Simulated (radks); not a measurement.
Polarisability of neutral copper, [Ar] 3d10 4s1, at imaginary frequency. Method: scalar-relativistic Kohn-Sham, LDA (Slater exchange, Perdew-Wang correlation), spin-unpolarised, spherical densities, finite nucleus; Fermi nuclear charge, rms radius 3.8823 fm; computed with a radial shooting solver on a logarithmic mesh with Libxc functionals. Response by self-consistent Sternheimer equations with the Hartree and adiabatic LDA kernel, the relativistic mass of each level held fixed and spin-orbit coupling left out.

w (hartree),alpha1(iw) (bohr^3),alpha2(iw) (bohr^5)
0.00266,39.19,436.8
0.0143,38.97,399.8
0.0360,37.79,343.9
0.0697,34.49,308.3
0.118,28.51,269.1
0.186,21.12,215.9
0.280,14.44,155.9
0.413,9.487,102.0
0.605,6.130,61.41
0.892,3.895,34.42
1.35,2.387,17.90
2.12,1.361,8.440
3.59,0.6774,3.427
6.94,0.2587,1.068
17.5,0.05657,0.1897

Static values: alpha1 = 39.20 bohr^3 (5.809 angstrom^3; uncoupled 61.39), alpha2 = 438.7 bohr^5, alpha3 = 6532 bohr^7. C6 = 250.8, C8 = 12130, triple-dipole C9 = 6830 atomic units. One-pole (London) frequency 4 C6 / (3 alpha1^2) = 0.218 hartree, against 0.179 for minus the highest occupied eigenvalue. Recommended static value: 46.5 bohr^3 (Schwerdtfeger and Nagle, 2023 table).

Beside tabulated values, note that spin-unpolarised runs miss the spin-polarisation part of the exchange energy of open shells.
